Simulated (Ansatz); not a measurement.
Gas-phase electronic energies from Ansatz, PBE0-D4/def2-TZVP geometries. CCSD(T)/CBS adds triple-zeta CCSD(T) − MP2 to the extrapolated MP2 energy (def2 sets, frozen cores). This one scheme is used for every species. One conformer a species, not always the lowest.

`F[SiH2]S[SiH3]` + `N=C(N)S` → `N=C(S)N[SiH2]F` + `[SiH3]S`  (ligand exchange at the Si–S bond)

```tsv
species	HF/def2-QZVPP energy (Eh)
`F[SiH2]S[SiH3]`	-1077.98131
`N=C(N)S`	-546.71043
`N=C(S)N[SiH2]F`	-935.83540
`[SiH3]S`	-688.85910
```

Work out ΔE.

ΔE = (-935.83540) + (-688.85910) − (-1077.98131) − (-546.71043) = -0.00276 Eh = -7.2 kJ/mol. CCSD(T)/CBS gives +0.6 kJ/mol.

Largest T1 diagnostic among the species: 0.014.

In def2-TZVPP, CCSD(T) changes the Hartree–Fock value by +3.2 kJ/mol (the triples alone add +1.4 kJ/mol) and MP2 by +5.6 kJ/mol.
